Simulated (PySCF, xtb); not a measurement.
Rb(I) cation (IRb), SMILES [Rb][I] (connectivity only; charge and spin as stated), charge +1, multiplicity 2.

Harmonic wavenumbers (cm⁻¹) from GFN2-xTB in xtb 6.7.1 at its own minimum, in rising order: 52.

Problem. What does PySCF with B3LYP-D3(BJ)/def2-TZVPD give at its own minimum? (Estimate from the structure and the level; the computed values follow.)

Solution. 45. Paired by order, the mean absolute difference is 7 cm⁻¹ and the zero-point energies are 0.1 and 0.1 kcal/mol.
